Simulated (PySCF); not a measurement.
`[SiH3]N([SiH3])[Si@H]1C[SiH2]N1`: 4 charge schemes on one density

CH₁₂N₂Si₄.
SMILES with atom numbers: `[SiH3:1][N:2]([SiH3:3])[Si@H:4]1[CH2:5][SiH2:6][NH:7]1` (hydrogens: H8, H9, H10 on Si1; H11, H12, H13 on Si3; H14 on Si4; H15, H16 on C5; H17, H18 on Si6; H19 on N7)

Geometry (GFN2-xTB, Å), atoms numbered from 1 in this order:
```xyz
19
CH12N2Si4 angstrom
Si    -1.4829    1.8120   -0.1760
N     -1.1971    0.1379    0.1973
Si    -2.3114   -1.1096   -0.2755
Si     0.3368   -0.3168    0.8842
C      1.4648   -1.4217   -0.1857
Si     2.6986    0.0289   -0.3251
N      1.5733    0.8894    0.6785
H     -1.1235    2.6086    1.0000
H     -0.6945    2.2358   -1.3372
H     -2.9104    1.9449   -0.4646
H     -2.3317   -1.2508   -1.7361
H     -1.8606   -2.3517    0.3500
H     -3.6441   -0.7439    0.2079
H      0.1213   -0.6845    2.2885
H      1.0340   -1.7564   -1.1242
H      1.8469   -2.2999    0.3237
H      3.9920   -0.1661    0.3352
H      2.8772    0.6150   -1.6567
H      1.6017    1.8380    1.0084
```

Density: PBE0/pcSseg-1 (PySCF); schemes: Mulliken, IAO, Hirshfeld and ESP-fitted. Geometry: GFN2-xTB, one conformer, isolated molecule.

Q: Give the atomic charges in each scheme.

A: In e:

```csv
atom,environment,Mulliken,IAO,Hirshfeld,ESP-fitted
Si1,SiH3 silicon,+0.632,+0.743,+0.344,+0.434
N2,nitrogen bridging silicon atoms,-1.086,-1.052,-0.351,-0.541
Si3,SiH3 silicon,+0.627,+0.743,+0.347,+0.448
Si4,SiH silicon,+1.071,+1.127,+0.411,+0.855
C5,sp3 carbon bound to silicon,-0.847,-0.853,-0.257,-0.741
Si6,SiH2 silicon,+0.759,+0.905,+0.379,+0.745
N7,nitrogen bridging silicon atoms,-0.801,-0.937,-0.329,-0.859
H8,Si–H hydrogen,-0.107,-0.138,-0.080,-0.101
H9,Si–H hydrogen,-0.085,-0.139,-0.082,-0.095
H10,Si–H hydrogen,-0.105,-0.127,-0.076,-0.086
H11,Si–H hydrogen,-0.090,-0.142,-0.082,-0.094
H12,Si–H hydrogen,-0.102,-0.125,-0.074,-0.101
H13,Si–H hydrogen,-0.087,-0.131,-0.078,-0.098
H14,Si–H hydrogen,-0.089,-0.158,-0.085,-0.168
H15,methylene hydrogen,+0.170,+0.159,+0.036,+0.174
H16,methylene hydrogen,+0.162,+0.162,+0.035,+0.172
H17,Si–H hydrogen,-0.108,-0.147,-0.084,-0.151
H18,Si–H hydrogen,-0.105,-0.147,-0.083,-0.148
H19,N–H hydrogen,+0.191,+0.257,+0.108,+0.353
```

Mean size of the charges over all atoms: IAO 0.431 e, Mulliken 0.380 e, ESP-fitted 0.335 e, Hirshfeld 0.175 e. Each set sums to the total charge, 0, to within 0.001 e. The ESP scheme fits charges at the nuclei, held to the total charge, to the electrostatic potential on points at 1.4 to 2.0 times the van der Waals radii. The Mulliken scheme gives each basis function's population to the atom it is centred on and halves the overlap population of two atoms between them.

Lowest charge. The schemes don't all agree: Mulliken N2 (-1.086); IAO N2 (-1.052); Hirshfeld N2 (-0.351); ESP-fitted N7 (-0.859).

Highest charge. All schemes agree: Mulliken Si4 (+1.071); IAO Si4 (+1.127); Hirshfeld Si4 (+0.411); ESP-fitted Si4 (+0.855).

Q: How closely do the schemes follow one another over all atoms?

A: Correlation coefficient and root-mean-square difference: Mulliken with IAO 1.00, 0.070 e; IAO with Hirshfeld 0.99, 0.356 e; IAO with ESP-fitted 0.98, 0.175 e; Mulliken with Hirshfeld 0.97, 0.316 e; Mulliken with ESP-fitted 0.96, 0.157 e; Hirshfeld with ESP-fitted 0.96, 0.231 e.

Q: Sum the charges by element, for elements with more than one atom.

A: 
```tsv
element	atoms	Mulliken	IAO	Hirshfeld	ESP-fitted
Si	4	+3.089	+3.518	+1.481	+2.482
N	2	-1.887	-1.989	-0.680	-1.399
H	12	-0.354	-0.676	-0.544	-0.343
```
